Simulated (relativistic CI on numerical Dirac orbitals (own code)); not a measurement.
## Pd⁵⁺ (4d5) in a crystal field

Calculated by Dirac-Coulomb-Breit CI, orbitals from a KLI potential per configuration, model QED, valence Slater integrals scaled by 0.85, one configuration in a parametric crystal field (own radial code).

Field parameters in Wybourne normalisation: D3d B²₀ = −7Dσ, B⁴₀ = −14Dq − 21Dτ, B⁴₃ = −14√(10/7) Dq; Oh B⁴₀ = 21Dq, B⁴₄ = √(5/14) B⁴₀; Td as Oh with Dq negative (B⁴₀ = 21Dq, B⁴₄ = √(5/14) B⁴₀). The field is a parameter set, without covalency.

S and J are read from ⟨S²⟩ = S(S + 1) and ⟨J²⟩ = J(J + 1) of each level; they are not fictitious spins.

D3d, 10Dq = 42850, Dσ = -630, Dτ = -290 cm⁻¹, the lowest 16 levels:

```
E (cm⁻¹)  Degeneracy  Irrep     S     J
     0.0           2     Γ4  0.52  4.53
    4100           2     Γ4  0.52  4.41
    5608           2  Γ5+Γ6  0.52  4.37
   25391           2  Γ5+Γ6  1.53  3.71
   25534           2     Γ4  1.54  3.67
   26238           2     Γ4  1.54  3.77
   26943           2  Γ5+Γ6  1.51  3.55
   27455           2     Γ4  1.50  3.41
   28007           2     Γ4  1.50  3.20
   32791           2     Γ4  1.49  3.66
   32954           2  Γ5+Γ6  1.49  3.53
   35074           2     Γ4  1.55  3.64
   35200           2  Γ5+Γ6  1.51  3.55
   35245           2     Γ4  1.46  3.37
   35272           2     Γ4  1.49  3.48
   38300           2     Γ4  2.45  2.62
```

Principal g values of the ground doublet: 0.64, 2.85, 2.85.

Td, 10Dq = -9800 cm⁻¹, the lowest 10 levels:

```json
{"E (cm⁻¹)": "0.0", "Degeneracy": "2", "Irrep": "Γ7", "S": "2.48", "J": "2.51"}
{"E (cm⁻¹)": "0.1", "Degeneracy": "4", "Irrep": "Γ8", "S": "2.48", "J": "2.51"}
{"E (cm⁻¹)": "19926", "Degeneracy": "4", "Irrep": "Γ8", "S": "1.39", "J": "3.51"}
{"E (cm⁻¹)": "20444", "Degeneracy": "2", "Irrep": "Γ7", "S": "1.44", "J": "3.92"}
{"E (cm⁻¹)": "20665", "Degeneracy": "2", "Irrep": "Γ6", "S": "1.49", "J": "3.32"}
{"E (cm⁻¹)": "20854", "Degeneracy": "4", "Irrep": "Γ8", "S": "1.49", "J": "3.56"}
{"E (cm⁻¹)": "24934", "Degeneracy": "4", "Irrep": "Γ8", "S": "1.41", "J": "4.14"}
{"E (cm⁻¹)": "25088", "Degeneracy": "2", "Irrep": "Γ6", "S": "1.49", "J": "4.64"}
{"E (cm⁻¹)": "25271", "Degeneracy": "4", "Irrep": "Γ8", "S": "1.48", "J": "4.73"}
{"E (cm⁻¹)": "25569", "Degeneracy": "2", "Irrep": "Γ7", "S": "1.45", "J": "3.11"}
```

Principal g values of the ground doublet: 3.32, 3.32, 3.32.

Oh, 10Dq = 16000 cm⁻¹, the lowest 16 levels:

| E (cm⁻¹) | Degeneracy | Irrep | S | J |
| --- | --- | --- | --- | --- |
| 0.0 | 2 | Γ7 | 2.46 | 2.53 |
| 15.9 | 4 | Γ8 | 2.47 | 2.52 |
| 11256 | 2 | Γ7 | 1.00 | 4.13 |
| 14104 | 4 | Γ8 | 1.29 | 3.94 |
| 15171 | 4 | Γ8 | 1.49 | 3.61 |
| 15812 | 2 | Γ6 | 1.50 | 3.16 |
| 17636 | 2 | Γ7 | 1.25 | 4.18 |
| 17701 | 4 | Γ8 | 1.03 | 4.31 |
| 21048 | 2 | Γ7 | 1.41 | 3.30 |
| 21077 | 2 | Γ6 | 1.49 | 4.29 |
| 21210 | 4 | Γ8 | 1.48 | 4.01 |
| 21590 | 4 | Γ8 | 1.36 | 3.84 |
| 26001 | 4 | Γ8 | 1.04 | 4.78 |
| 27022 | 2 | Γ7 | 1.22 | 4.74 |
| 27534 | 2 | Γ6 | 1.24 | 4.40 |
| 28053 | 4 | Γ8 | 1.41 | 4.45 |

Principal g values of the ground doublet: 3.30, 3.30, 3.30.

The free-ion ground term has S = 5/2. The field overcomes the spin-pairing energy for D3d, 10Dq = 42850, Dσ = -630, Dτ = -290 cm⁻¹, where the ground state has lower spin; these fields are assumed values.

Levels of this model without a field, named by their leading LS term: 6S_5/2 0, 4G_5/2 27283, 4G_7/2 27877, 4G_11/2 28037, 4G_9/2 28207, 4P_5/2 30260, 4P_3/2 31092, 4P_1/2 32235 cm⁻¹.
